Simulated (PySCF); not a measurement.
**Simulated absorption spectrum**

C7H6N2Se.
InChI=1S/C7H6N2Se/c1-2-6-7(5-3-4-5)9-10-8-6/h1,5H,3-4H2

Computed with TDDFT wB97X-D/def2-SVPD, vertical, gas phase, core orbitals frozen in the response (PySCF). Geometry: PBE0-D3(BJ)/def2-SVP, one conformer, isolated molecule. Relativistic effects, spin–orbit coupling among them, are left out although an element past zinc is present. Torsions of this conformer, `[CH:1]#[C:2][c:3]1[n:4][se:5][n:6][c:7]1[CH:8]1[CH2:9][CH2:10]1`: N6–C7–C8–C9 -36°.

Each state is given a Gaussian of 0.25 eV full width at half maximum, with ε(max) = 2.175×10⁸ f / Δν̃ (Δν̃ the width in cm⁻¹). The width is an assumption, not a result. The curve ends short of the highest state used, and states not computed would add to its high-energy end.

```tsv
λ (nm)	ε (L mol⁻¹ cm⁻¹)
244.3	7
246.1	4
248.0	2
249.8	2
251.6	2
253.5	3
255.3	5
257.1	11
259.0	31
260.8	89
262.6	236
264.5	596
266.3	1299
268.1	2569
270.0	4769
271.8	7809
273.6	11723
275.5	16441
277.3	20853
279.1	24481
281.0	26751
282.8	27033
284.6	25502
286.5	22319
288.3	18426
290.2	14084
292.0	10279
293.8	7089
295.7	4515
297.5	2790
299.3	1640
301.2	888
303.0	473
304.8	241
306.7	113
308.5	53
```

Question: Locate the maxima and give the states behind the curve.

Answer: 282 nm (4.39 eV), ε about 27000, made up of S1 (100%) (ε in L mol⁻¹ cm⁻¹; maxima over ε = 5, shares over 10%). At its high-energy end, 5.08 eV, the curve is still rising (ε about 8, from S4). The states used: S1 4.39 eV (f 0.252); S2 4.74 eV (f 0.0000); S3 4.86 eV (f 0.0000); S4 5.31 eV (f 0.0007); S5 5.60 eV (f 0.051); S6 5.68 eV (f 0.0002).

Question: On this curve, what absorbance would a 10⁻³ mol/L sample give at 280 nm over a 1 cm path?

Answer: 280 nm is 4.428 eV, where ε is about 26000 L mol⁻¹ cm⁻¹, so A = ε c l ≈ 26 (Beer–Lambert, with the gas-phase spectrum and the assumed width).

Question: What would ε be at 4.39 eV, the highest of these maxima, with half the width (0.125 eV)?

Answer: About 54100 L mol⁻¹ cm⁻¹ against 27100, a factor of about 1.99; a lone state at its own centre would give exactly 2.

Question: Does any computed singlet lie in the visible range?

Answer: No computed singlet lies in the visible range (380 to 750 nm); the lowest, at 282 nm, stands 1.13 eV above its violet end (3.26 eV).
